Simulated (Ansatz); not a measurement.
Computed with Ansatz on PBE0-D4/def2-TZVP structures; ΔE is electronic, products minus reactants. CBS: MP2 limit from def2 TZ/QZ plus the TZ coupled-cluster correction, frozen cores. DFT in def2-TZVPP. B3LYP here is the variant with VWN-RPA as its local correlation; programs differ in this. For Ga outer-core shells are correlated without core-valence functions, which leaves a few kJ/mol of doubt a bond. Scalar relativity is left out up to krypton. Each species was taken in one conformer, which may not be the lowest.

Consider the formal exchange of groups at a B–C bond: `BC(C)=C=C` + `CC[O][GaH2]` → `[BH2][GaH][O]CC` + `C=C=CC`.

`BC(C)=C=C`:

```xyz
12

B     1.633   -0.616    0.183
C     0.279    0.001   -0.189
C     0.027    0.701   -1.502
C    -0.667   -0.122    0.718
C    -1.580   -0.257    1.629
H     2.549   -0.562   -0.589
H     1.773   -1.153    1.240
H     0.248    0.033   -2.338
H    -1.005    1.043   -1.595
H     0.688    1.566   -1.603
H    -2.231   -1.125    1.644
H    -1.714    0.491    2.403
```

`CC[O][GaH2]`:

```xyz
11

C    -0.854    0.082   -0.974
C     0.460    0.758   -0.653
O     1.069    0.356    0.546
Ga    0.573   -0.824    1.782
H    -1.246    0.460   -1.922
H    -0.735   -1.001   -1.068
H    -1.603    0.273   -0.200
H     1.170    0.577   -1.471
H     0.307    1.844   -0.607
H    -0.757   -1.628    1.631
H     1.616   -0.896    2.936
```

`[BH2][GaH][O]CC`:

Cartesian coordinates in Å:
```
B 1.829 -2.714 0.081
Ga 1.405 -0.694 0.310
O -0.341 -0.306 0.414
C -0.844 1.001 0.533
C -1.544 1.432 -0.738
H 1.944 -3.214 -1.000
H 1.987 -3.436 1.022
H 2.331 0.574 0.419
H -1.556 1.020 1.369
H -0.047 1.719 0.777
H -2.334 0.723 -0.995
H -1.992 2.422 -0.618
H -0.840 1.473 -1.573
```

`C=C=CC`:

Cartesian coordinates in Å:
```
C 0.357 0.642 -1.965
C -0.138 0.377 -0.792
C -0.630 0.111 0.383
C 0.093 -0.629 1.466
H 0.907 1.559 -2.151
H 0.234 -0.045 -2.797
H -1.643 0.448 0.598
H 0.183 -0.010 2.363
H 1.093 -0.920 1.145
H -0.456 -1.532 1.751
```

Is it downhill or uphill in electronic energy at CCSD(T)/CBS, and by how much? (Estimate.)

The calculation gave: Uphill: ΔE = +9.9 kcal/mol.

What do these levels give: B3LYP, HF/def2-TZVPP, CCSD/def2-TZVPP, CCSD(T)/def2-TZVPP, MP2/CBS(def2), CCSD/CBS(def2)? (An estimate is asked.)

The calculation gave: B3LYP 10.4, HF/def2-TZVPP 10.0, CCSD/def2-TZVPP 9.5, CCSD(T)/def2-TZVPP 10.2, MP2/CBS(def2) 11.9, CCSD/CBS(def2) 9.2 kcal/mol.

Largest T1 diagnostic among the species: 0.014.

The D4 term adds +1.2 kcal/mol with B3LYP and +0.6 kcal/mol with PBE0; it sums over pairs of atoms, weighted by their polarisabilities, and B3LYP, whose exchange is more repulsive, gets the larger term.
